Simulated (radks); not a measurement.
Spherical quantum dot in the effective-mass picture: electrons in a hard-walled sphere of radius 1.56, all in effective atomic units (hartree* = m*/eps^2 hartree, bohr* = eps/m* bohr), one dielectric constant everywhere. Calculated with a radial shooting solver with Libxc functionals: non-relativistic Kohn-Sham, PBE, spin-polarised, spherical densities. Levels are named by radial order and angular momentum (1s, 1p, 1d, 2s, ...), and open shells are averaged over m.

N = 13, configuration 1s2 1p6 1d(up 5, down 0). This is the lowest configuration that the search found. Occupied and some empty levels:

level,occupation,eigenvalue (hartree*),<r> (bohr*)
1s up,1,13.316,0.8954
1s down,1,13.516,0.8859
1p up,3,14.897,0.9911
1p down,3,15.137,0.9871
1d up,5,17.200,1.055
1d down,0,17.460,1.053
2s up,0,19.546,0.7402
2s down,0,19.653,0.7436
1f up,0,20.130,1.101
1f down,0,20.402,1.101
2p up,0,23.486,0.8287
2p down,0,23.626,0.8289

Energy (hartree*): total 129.883, kinetic 65.069, external 0, Hartree 76.649, exchange-correlation -11.835.
